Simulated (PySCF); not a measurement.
## Working out the ionisation energy of Zn

Zn [Ar] 3d10 4s2 (1S) → Zn⁺ [Ar] 3d10 4s1 (2S). Calculation: PySCF 2.14, in x2c-TZVPPall; the spin-free X2C one-electron Hamiltonian (Gaussian nucleus). Frozen: [Ne]. Energies in hartree (1 hartree = 27.21139 eV):

| part | Zn (lower) | Zn⁺ (upper) |
| --- | --- | --- |
| UHF | -1794.254198 | -1793.967878 |
| MP2 opposite-spin | -0.556647 | -0.519778 |
| MP2 same-spin | -0.280583 | -0.269160 |

**Question.** What does Hartree-Fock give?

**Answer.** (-1793.967878) − (-1794.254198) = 0.286320 hartree = 7.791 eV.

**Question.** What do MP2 and SCS-MP2 (6/5 opposite-spin, 1/3 same-spin) give?

**Answer.** The opposite-spin parts differ by 1.003 eV and the same-spin parts by 0.311 eV. MP2: 7.791 + (1.003) + (0.311) = 9.105 eV. SCS-MP2: 7.791 + 1.2 × (1.003) + (0.311)/3 = 9.098 eV.

Measured between the centres of the two terms (NIST): 9.394 eV, so MP2 (valence and next inner shell) is off by -0.289 eV.

What remains against the reference includes basis incompleteness, the frozen core and correlation beyond second order.
